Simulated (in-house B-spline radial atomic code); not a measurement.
A fraction x of an electron is removed from 2p in the nitrogen ion N²⁺, starting from [He] 2s2 2p1 and keeping the highest spin. Level of theory: non-relativistic BHandHLYP, spin-polarised, spherical fractional occupations, point nucleus; calculated with a radial B-spline atomic code at the basis-set limit.

Caution: exact exchange at fractional occupations of open shells leaves self-interaction of up to several eV.

```json
{"x": "0", "E(x) - E(0) (eV)": "0.0000", "2p up level (eV)": "-37.158"}
{"x": "0.11", "E(x) - E(0) (eV)": "4.1751", "2p up level (eV)": "-38.755"}
{"x": "0.23", "E(x) - E(0) (eV)": "8.9312", "2p up level (eV)": "-40.517"}
{"x": "0.3", "E(x) - E(0) (eV)": "11.8037", "2p up level (eV)": "-41.555"}
{"x": "0.38", "E(x) - E(0) (eV)": "15.1758", "2p up level (eV)": "-42.750"}
{"x": "0.5", "E(x) - E(0) (eV)": "20.4141", "2p up level (eV)": "-44.558"}
{"x": "0.6", "E(x) - E(0) (eV)": "24.9459", "2p up level (eV)": "-46.080"}
{"x": "0.68", "E(x) - E(0) (eV)": "28.6813", "2p up level (eV)": "-47.306"}
{"x": "0.79", "E(x) - E(0) (eV)": "33.9782", "2p up level (eV)": "-49.004"}
{"x": "0.97", "E(x) - E(0) (eV)": "43.0512", "2p up level (eV)": "-51.813"}
{"x": "1", "E(x) - E(0) (eV)": "44.6127", "2p up level (eV)": "-"}
```

The exact functional would give a straight line between the two integer points. Deviations E(x) - E(0) - x[E(1) - E(0)], in eV: -0.732 at x = 0.11, -1.33 at x = 0.23, -1.58 at x = 0.3, -1.777 at x = 0.38, -1.892 at x = 0.5, -1.822 at x = 0.6, -1.655 at x = 0.68, -1.266 at x = 0.79, -0.223 at x = 0.97.

The curve lies below the straight line by up to 1.892 eV (at x = 0.5): convex, the delocalisation error, to which spherically averaged exact exchange adds.

Problem. How well does Slater's transition state (minus the level at half occupation) give the ionisation energy?

Solution. It gives 44.558 eV against 44.613 eV from the two total energies; NIST lists 47.45 eV, ground level to ground level. The end point has an open shell averaged over its orbitals, so its exact exchange keeps a self-interaction and this is no true integer point.
